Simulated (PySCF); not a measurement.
Compound: C₈H₅F₃S.
Numbering: `[F:1][C:2]([F:3])=[C:4]([F:5])[c:6]1[cH:7][cH:8][c:9]([SH:10])[cH:11][cH:12]1` (hydrogens: H13 on C7; H14 on C8; H15 on S10; H16 on C11; H17 on C12)

Method: PySCF 2.14.0, PBE0-D3(BJ)/def2-SVP geometry optimisation, gas phase; density fitting, grid level 1; the optimiser is geomeTRIC in internal coordinates, started from a GFN2-xTB structure.

Step 0: E = -27325.7400 eV
```
atom  x, y, z in Å  |  force x, y, z in eV/Å
F1      4.2600    1.0142   -0.0907   -0.883  -0.161   0.041
C2      2.9341    1.0376   -0.0864    0.939   0.961  -0.214
F3      2.4975    2.2629   -0.3521    0.021  -0.739   0.153
C4      2.1666   -0.0308    0.1531    0.371  -0.587   0.116
F5      2.8448   -1.1741    0.4033   -0.271   0.458  -0.090
C6      0.7160   -0.1422    0.1847    0.304   0.057  -0.008
C7      0.1439   -1.3793    0.5005    0.176   0.154  -0.043
C8     -1.2239   -1.5328    0.5411   -0.139   0.158  -0.035
C9     -2.0557   -0.4501    0.2708   -0.568  -0.003   0.005
S10    -3.7974   -0.6950    0.3387    0.003  -0.480   0.121
C11    -1.4970    0.7846   -0.0431    0.100  -0.076   0.013
C12    -0.1275    0.9376   -0.0889   -0.021  -0.126   0.038
H13     0.7812   -2.2230    0.7148    0.284  -0.317   0.076
H14    -1.6584   -2.4904    0.7831   -0.146  -0.463   0.121
H15    -4.1350    0.5561    0.0262   -0.131   0.394  -0.100
H16    -2.1332    1.6315   -0.2549   -0.253   0.353  -0.093
H17     0.2773    1.9031   -0.3400    0.214   0.417  -0.101
```

Step 1: E = -27325.7867 eV
```
atom  x, y, z in Å  |  force x, y, z in eV/Å
F1      4.2642    1.0103   -0.0196    0.090   0.069  -0.027
C2      2.9634    1.0274   -0.1175   -0.215  -0.216  -0.109
F3      2.5100    2.1648   -0.5869    0.060   0.091   0.075
C4      2.1865   -0.0239    0.1889    0.010   0.142   0.073
F5      2.8402   -1.1177    0.5965    0.043  -0.092   0.038
C6      0.7299   -0.1274    0.1800    0.030  -0.023  -0.035
C7      0.1514   -1.3753    0.4595    0.031  -0.044  -0.040
C8     -1.2259   -1.5365    0.4929   -0.039  -0.062   0.033
C9     -2.0762   -0.4494    0.2612    0.005   0.000  -0.001
S10    -3.8147   -0.7204    0.3446   -0.030   0.092  -0.027
C11    -1.5052    0.7973   -0.0204   -0.080   0.047  -0.037
C12    -0.1285    0.9553   -0.0684    0.062   0.069   0.036
H13     0.7969   -2.2341    0.6489   -0.006   0.018   0.014
H14    -1.6484   -2.5215    0.7080    0.015   0.014   0.005
H15    -4.1814    0.5543    0.0814    0.013  -0.092   0.013
H16    -2.1459    1.6637   -0.2028    0.012  -0.007  -0.011
H17     0.2770    1.9430   -0.2862    0.000  -0.004   0.000
```

Step 2: E = -27325.7910 eV
```
atom  x, y, z in Å  |  force x, y, z in eV/Å
F1      4.2627    1.0146   -0.0863    0.076  -0.170   0.051
C2      2.9574    1.0209   -0.1287    0.107   0.106  -0.011
F3      2.5104    2.1939   -0.5098   -0.169  -0.037  -0.011
C4      2.1875   -0.0316    0.1861   -0.018   0.054   0.062
F5      2.8397   -1.1405    0.5607    0.045   0.032  -0.068
C6      0.7308   -0.1285    0.1921   -0.029   0.008  -0.005
C7      0.1500   -1.3753    0.4735    0.000  -0.005   0.008
C8     -1.2282   -1.5338    0.5093    0.012   0.027  -0.016
C9     -2.0746   -0.4460    0.2612   -0.013  -0.009   0.000
S10    -3.8132   -0.7248    0.3268   -0.007   0.011  -0.006
C11    -1.5030    0.8012   -0.0232   -0.005  -0.028   0.011
C12    -0.1243    0.9585   -0.0551    0.006   0.003  -0.023
H13     0.7943   -2.2328    0.6700   -0.001   0.004   0.003
H14    -1.6521   -2.5160    0.7321   -0.001   0.005   0.001
H15    -4.1873    0.5403    0.0464   -0.001   0.004  -0.003
H16    -2.1416    1.6657   -0.2197    0.002  -0.003   0.002
H17     0.2848    1.9441   -0.2753   -0.003  -0.003   0.005
```

Q: Estimate the geometry and energy of step 3. (The exact step hangs on the optimiser's Hessian estimate; all steps are aligned on step 2, rigid shifts and turns removed.)

A: E = -27325.7931 eV, largest force 0.120 eV/Å
```
atom  x, y, z in Å  |  force x, y, z in eV/Å
F1      4.2685    0.9772   -0.1173   -0.061   0.080  -0.022
C2      2.9617    1.0199   -0.1316   -0.006   0.029   0.068
F3      2.5022    2.2023   -0.4684    0.108  -0.025  -0.045
C4      2.1873   -0.0264    0.1865    0.007  -0.048   0.011
F5      2.8499   -1.1425    0.5218   -0.064  -0.015  -0.038
C6      0.7299   -0.1211    0.2018    0.016  -0.007   0.027
C7      0.1517   -1.3691    0.4843   -0.029   0.027   0.031
C8     -1.2265   -1.5302    0.5188    0.010   0.026  -0.026
C9     -2.0759   -0.4466    0.2611    0.010   0.010  -0.003
S10    -3.8148   -0.7295    0.3122    0.015  -0.050   0.012
C11    -1.5060    0.8017   -0.0228    0.030  -0.024   0.024
C12    -0.1268    0.9652   -0.0457   -0.023  -0.044  -0.041
H13     0.7980   -2.2235    0.6862    0.004  -0.007  -0.003
H14    -1.6475   -2.5123    0.7457   -0.008  -0.006  -0.001
H15    -4.1921    0.5305    0.0216   -0.002   0.050  -0.010
H16    -2.1462    1.6630   -0.2271   -0.003   0.006   0.006
H17     0.2799    1.9513   -0.2668   -0.004  -0.003   0.009
```

The energy changes by -0.0020 eV. The first-order estimate −F·Δx gives -0.0096 eV and the mean of the old and new forces, exact on a quadratic surface, -0.0019 eV. The step makes an angle of 71° with the force vector and moves no atom by more than 0.049 Å.

The cost below is that of the whole optimisation. Time: 7.5 min; peak memory 0.90 GiB. Hardware: Intel Xeon at 2.50 GHz, one thread, shared host with 64 logical CPUs at a one-minute load of 59.
